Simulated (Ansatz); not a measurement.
Steps of a relaxation of BFH$_{4}$OSSi (`FB(S)O[SiH3]`) with RKS PBE0-D4/def2-TZVP.

```sh
$ ansatz run in.yaml --threads 2 --pin off --events-out ev --progress --plain --max-ram 22528MiB --backend cuda --devices 0, --max-vram 18GiB
```

```yaml
crystal:
  periodic: [false, false, false]
  atoms:
    - {symbol: F, position_ang: [-1.682330, -0.736540, 0.812650]}
    - {symbol: B, position_ang: [-0.623580, -0.906150, 0.006960]}
    - {symbol: S, position_ang: [-0.427330, -2.519690, -0.783580]}
    - {symbol: O, position_ang: [0.230880, 0.061440, -0.187720]}
    - {symbol: Si, position_ang: [0.877160, 1.536920, 0.063320]}
    - {symbol: H, position_ang: [-1.505220, -3.075550, -0.244980]}
    - {symbol: H, position_ang: [0.070650, 2.278380, 1.031940]}
    - {symbol: H, position_ang: [2.210890, 1.226680, 0.569400]}
    - {symbol: H, position_ang: [0.848880, 2.134520, -1.268000]}
basis:
  gaussian: {orbitals: def2-TZVP}
hamiltonian: {xc: pbe0, dispersion: d4}
relax: {f_tol: 0.005, max_steps: 150}
```

Positions (Å) and forces (eV/Å) along the path, 11 of 11 steps:

```xyz
9
step=1 energy=-24213.2375 eV
F    -1.682   -0.737    0.813    0.041    0.085    0.001
B    -0.624   -0.906    0.007   -1.161   -0.824    0.507
S    -0.427   -2.520   -0.784    0.514   -0.020   -0.375
O     0.231    0.061   -0.188    0.575    0.199   -0.365
Si    0.877    1.537    0.063   -0.166   -0.410   -0.077
H    -1.505   -3.076   -0.245   -0.339   -0.100    0.188
H     0.071    2.278    1.032   -0.122    0.325    0.244
H     2.211    1.227    0.569    0.471    0.279    0.127
H     0.849    2.135   -1.268    0.188    0.467   -0.250
9
step=2 energy=-24213.3235 eV
F    -1.702   -0.761    0.823    0.165    0.023   -0.065
B    -0.643   -0.944    0.022   -0.722   -0.351    0.261
S    -0.437   -2.552   -0.788    0.204    0.044   -0.103
O     0.224    0.030   -0.187    0.459    0.250   -0.192
Si    0.873    1.517    0.054    0.018   -0.053   -0.011
H    -1.537   -3.092   -0.254   -0.133   -0.066    0.067
H     0.082    2.300    1.026   -0.070    0.039    0.066
H     2.246    1.307    0.563    0.056    0.049    0.014
H     0.894    2.196   -1.258    0.022    0.065   -0.036
9
step=3 energy=-24213.3312 eV
F    -1.699   -0.758    0.834    0.091    0.035   -0.160
B    -0.667   -0.944    0.004   -0.090   -0.047    0.354
S    -0.440   -2.561   -0.785   -0.004    0.076   -0.051
O     0.223    0.029   -0.206    0.108   -0.050   -0.177
Si    0.879    1.512    0.052   -0.063    0.047    0.015
H    -1.537   -3.109   -0.241   -0.013   -0.010    0.002
H     0.074    2.288    1.028   -0.001   -0.024    0.001
H     2.257    1.322    0.566   -0.028   -0.015   -0.003
H     0.912    2.220   -1.251    0.002   -0.011    0.018
9
step=4 energy=-24213.3386 eV
F    -1.677   -0.739    0.831    0.012    0.033   -0.070
B    -0.654   -0.945    0.000    0.040    0.001    0.198
S    -0.452   -2.565   -0.789   -0.013    0.084   -0.016
O     0.248    0.014   -0.228    0.118   -0.006   -0.142
Si    0.877    1.509    0.050   -0.118   -0.062    0.013
H    -1.548   -3.086   -0.222   -0.046   -0.071   -0.002
H     0.047    2.254    1.027   -0.005    0.010    0.017
H     2.251    1.332    0.575    0.001    0.000    0.001
H     0.907    2.226   -1.245    0.011    0.010    0.001
9
step=5 energy=-24213.3538 eV
F    -1.577   -0.646    0.827   -0.075    0.010    0.135
B    -0.590   -0.952   -0.006    0.394    0.231   -0.379
S    -0.516   -2.587   -0.794   -0.063    0.114    0.156
O     0.365   -0.050   -0.321   -0.060    0.110    0.163
Si    0.868    1.496    0.044   -0.270   -0.422    0.044
H    -1.614   -3.040   -0.169   -0.009   -0.066   -0.034
H    -0.063    2.123    1.024    0.089   -0.020   -0.081
H     2.231    1.391    0.614    0.004    0.022    0.011
H     0.896    2.265   -1.219   -0.009    0.020   -0.014
9
step=6 energy=-24213.3624 eV
F    -1.528   -0.608    0.834    0.068    0.024   -0.049
B    -0.558   -0.937   -0.020   -0.034   -0.080   -0.002
S    -0.527   -2.584   -0.773   -0.029   -0.012   -0.001
O     0.414   -0.067   -0.340   -0.163   -0.325   -0.031
Si    0.854    1.468    0.043    0.146    0.420    0.101
H    -1.650   -3.017   -0.177    0.024    0.019    0.003
H    -0.091    2.073    1.015    0.005   -0.033   -0.024
H     2.215    1.413    0.628   -0.013    0.001   -0.008
H     0.871    2.260   -1.210   -0.004   -0.013    0.011
9
step=7 energy=-24213.3653 eV
F    -1.511   -0.597    0.827    0.009   -0.069   -0.038
B    -0.550   -0.946   -0.032   -0.033    0.149    0.091
S    -0.541   -2.592   -0.779    0.000   -0.047   -0.024
O     0.422   -0.075   -0.349    0.035   -0.008   -0.026
Si    0.855    1.473    0.046   -0.005   -0.020   -0.010
H    -1.655   -3.010   -0.157   -0.006   -0.002    0.004
H    -0.103    2.059    1.014   -0.003   -0.002    0.002
H     2.213    1.421    0.636    0.001    0.000    0.000
H     0.870    2.267   -1.205    0.001   -0.001    0.000
9
step=8 energy=-24213.3658 eV
F    -1.513   -0.602    0.828   -0.017    0.005    0.016
B    -0.550   -0.942   -0.029    0.014   -0.020   -0.021
S    -0.542   -2.590   -0.780   -0.007    0.000    0.005
O     0.424   -0.076   -0.351    0.012    0.017    0.002
Si    0.856    1.473    0.045    0.001    0.004    0.000
H    -1.654   -3.007   -0.156   -0.001   -0.006   -0.002
H    -0.106    2.054    1.012    0.002    0.004    0.001
H     2.214    1.423    0.636   -0.002   -0.002    0.000
H     0.872    2.267   -1.205   -0.001   -0.003    0.000
9
step=9 energy=-24213.3659 eV
F    -1.512   -0.603    0.830   -0.002   -0.001    0.000
B    -0.550   -0.943   -0.029    0.002    0.000    0.002
S    -0.543   -2.590   -0.782    0.002    0.000   -0.002
O     0.425   -0.076   -0.348   -0.003   -0.003   -0.001
Si    0.856    1.473    0.045    0.004    0.000    0.000
H    -1.655   -3.009   -0.158   -0.002    0.000    0.001
H    -0.105    2.057    1.011    0.000    0.003    0.000
H     2.213    1.424    0.636   -0.001    0.001   -0.001
H     0.872    2.265   -1.207    0.000    0.000    0.000
9
step=10 energy=-24213.3659 eV
F    -1.515   -0.606    0.831    0.003   -0.001    0.002
B    -0.551   -0.944   -0.027   -0.009    0.003   -0.004
S    -0.543   -2.589   -0.783    0.004   -0.001   -0.001
O     0.423   -0.075   -0.345    0.003   -0.001    0.002
Si    0.856    1.474    0.045    0.003    0.004   -0.003
H    -1.655   -3.010   -0.161   -0.002   -0.001    0.001
H    -0.102    2.062    1.011   -0.002   -0.001    0.003
H     2.214    1.425    0.635    0.000   -0.001    0.001
H     0.872    2.264   -1.208    0.000   -0.001   -0.002
9
step=11 energy=-24213.3659 eV
F    -1.514   -0.606    0.831    0.000    0.000    0.000
B    -0.551   -0.943   -0.027    0.000    0.000    0.000
S    -0.543   -2.589   -0.783    0.000    0.000    0.000
O     0.423   -0.075   -0.344    0.000    0.000    0.000
Si    0.857    1.474    0.045    0.000    0.000    0.000
H    -1.655   -3.010   -0.161    0.000    0.000    0.000
H    -0.103    2.062    1.011    0.000    0.000    0.000
H     2.214    1.425    0.636    0.000    0.000    0.000
H     0.872    2.263   -1.208    0.000    0.000    0.000
```

Hardware: 2 threads of an AMD EPYC 7R13 on a shared host and a share of an NVIDIA H100 80 GB. Wall time 22 s, peak host memory 0.92 GiB.
